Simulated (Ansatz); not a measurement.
CH$_{3}$FOTe (`OC(F)[TeH]`). The species carries charge 0 and has multiplicity 1. Te: def2 effective core potential.

```xyz
7

O     1.1293    1.0154   -0.3040
C     0.4494   -0.0289    0.2376
F     0.6447   -1.1799   -0.4767
Te   -1.7059    0.3812    0.3018
H     0.7555    1.2213   -1.1695
H     0.8244   -0.1876    1.2473
H    -2.0974   -1.2215    0.1633
```

(1) List the harmonic frequencies (cm⁻¹, unscaled) at PBE0-D4/def2-TZVP in Ansatz. (An estimate is asked.)

(2) Is this a minimum?

(3) Give the ideal-gas thermochemistry at 298.15 K and 1 bar (rigid rotor, harmonic oscillator; point group C1, symmetry number 1).

(4) And at 400, 500, 600, 800 and 1000 K?

## Answers

(1) Computed: 132, 236, 254, 455, 555, 612, 633, 1034, 1153, 1206, 1330, 1422, 2166, 3141, 3803.

(2) Yes, all 15 modes are real.

(3) Zero-point energy 108.5 kJ/mol; H(298) − E = 124.9 kJ/mol; entropy 321.8 J/(mol·K), of which translation 173.5, rotation 111.5, vibration 36.8; G(298) − E = 29.0 kJ/mol.

(4) 
```tsv
T (K)	H − E (kJ/mol)	S (J/mol/K)	G − E (kJ/mol)
400	133.6	346.8	-5.1
500	143.3	368.3	-40.9
600	153.8	387.4	-78.7
800	176.8	420.5	-159.6
1000	201.8	448.3	-246.5
```
